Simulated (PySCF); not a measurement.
A structure optimised at B3LYP-D3(BJ)/def2-SVP, used in a PySCF frequency run:

```
Ti
S 1 2.2556
H 2 1.3609 1 89.04
S 1 2.2652 2 105.43 3 175.13
H 4 1.3575 1 89.67 2 89.64
S 1 2.2704 2 104.24 3 -68.75
H 6 1.3606 1 89.29 2 171.13
I 1 2.5716 2 113.15 3 53.71
```
Charge 0, spin multiplicity 1.

Task: Write its SMILES and formula.

Result: [SH][Ti]([SH])([SH])[I], H3IS3Ti

Task: What are its rotational constants (standard atomic weights)?

Result: 1.1491, 0.55452, 0.54528 GHz
